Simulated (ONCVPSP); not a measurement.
# cerium: one change to an ONCV potential, before and after

cerium, optimised norm-conserving Vanderbilt (ONCV), made with ONCVPSP 4.0.1 (PBE, fully relativistic). Core [Kr] 4d10, reference 4f1 5s2 5p6 5d1 6s2. Waves: 5s+6s: rc 2.75 bohr, ncon 3, nbas 6, qcut 5.6 1/bohr, 3 projectors, debl 2.6 Ha; 5p: rc 2.30 bohr, ncon 4, nbas 8, qcut 5.7 1/bohr, 2 projectors, debl 3.9 Ha; 5d: rc 3.25 bohr, ncon 4, nbas 9, qcut 5.9 1/bohr, 2 projectors, debl 1.2 Ha; 4f: rc 1.15 bohr, ncon 4, nbas 9, qcut 17.5 1/bohr, 2 projectors, debl 3.5 Ha. Local part: polynomial inside 1.00 bohr (lpopt 4, dvloc0 4 Ha). Core correction: none.

Open shells are filled in proportion to 2j + 1.

All-electron outer shells of the reference configuration (PBE, scalar-relativistic, ld1.x):

```json
{"shell": "4d", "level (eV)": "-110.49", "outermost node (bohr)": "0.31", "outermost maximum (bohr)": "0.66"}
{"shell": "5s", "level (eV)": "-40.59", "outermost node (bohr)": "0.75", "outermost maximum (bohr)": "1.37"}
{"shell": "5p", "level (eV)": "-23.22", "outermost node (bohr)": "0.81", "outermost maximum (bohr)": "1.55"}
{"shell": "4f", "level (eV)": "-5.38", "outermost node (bohr)": "–", "outermost maximum (bohr)": "0.71"}
{"shell": "6s", "level (eV)": "-3.74", "outermost node (bohr)": "1.82", "outermost maximum (bohr)": "3.72"}
{"shell": "5d", "level (eV)": "-3.06", "outermost node (bohr)": "0.92", "outermost maximum (bohr)": "2.15"}
```

Change: all radii scaled by about 0.83 (s 2.28, p 1.92, d 2.70, f 0.96 bohr); local potential polynomial inside 0.84 bohr (lpopt 4, dvloc0 4 Ha).

Cutoffs: the cutoffs (Ha) at which the residual kinetic energy of the hardest occupied pseudo-wave falls to 1 and 0.1 mHa per electron; they do not see the model core or the augmentation charge, which bear on the density cutoff. Errors are all-electron minus pseudo energies relative to the spin-unpolarised reference configuration.

Task: How do hardness, ghosts and transferability respond?

Result: The potential gets harder (107 Ha and 121 Ha → 124 Ha and 138 Ha); a bound ghost appears in s, which as a rule spoils a file; the lowest positive-energy flag moves from s at 34.3 eV to p3/2 at 70.6 eV; of the 4 tests that both files solve, the error grows in 1 and shrinks in 2 by more than 15 % and 0.3 meV (median size 2.2 → 1.7 meV). A smaller radius makes the pseudo-wave follow the all-electron one further in, where it bends more sharply, so more plane waves are needed.

```csv
quantity,base,changed
"cutoff, loose",107 Ha,124 Ha
"cutoff, tight",121 Ha,138 Ha
loose cutoff by channel,"s 7.6 Ha, p 11 Ha, d 6.8 Ha, f 107 Ha","s 10 Ha, p 13 Ha, d 6.5 Ha, f 124 Ha"
bound ghosts,none,s
GHOST(+) flags under 300 eV,"s at 34.3 eV, p3/2 at 135.7 eV, p1/2 at 140.4 eV","p3/2 at 70.6 eV, p1/2 at 90.8 eV, d5/2 at 104.1 eV, d3/2 at 105.8 eV"
"error for 4f1 5s2 5p6 5d1 6s1, meV [ΔE 6.07 eV]",-0.5,-0.2
"error for 4f1 5s2 5p6 5d1 6s0, meV [ΔE 17.15 eV]",-3.0,-1.5
"error for 4f1 5s2 5p6 5d0 6s0, meV [ΔE 36.32 eV]",+1.3,+1.8
"error for 4f1 5s2 5p6 5d1 6s0 6p2, meV [ΔE 4.98 eV]",+5.2,+3.1
```

Base: These tests converged, but a pseudo level misses the all-electron one widely, so the file describes the atom poorly there or has found another state: 4f1 5s2 5p6 5d1 6s0 6p2: empty 6s by 8.9 eV. Changed file: These tests converged, but a pseudo level misses the all-electron one widely, so the file describes the atom poorly there or has found another state: 4f1 5s2 5p6 5d1 6s0 6p2: empty 6s by 8.9 eV. A true bound ghost makes a file unfit for plane-wave use even where its test errors are small: the radial tests pick states by their node count and pass the ghost by.
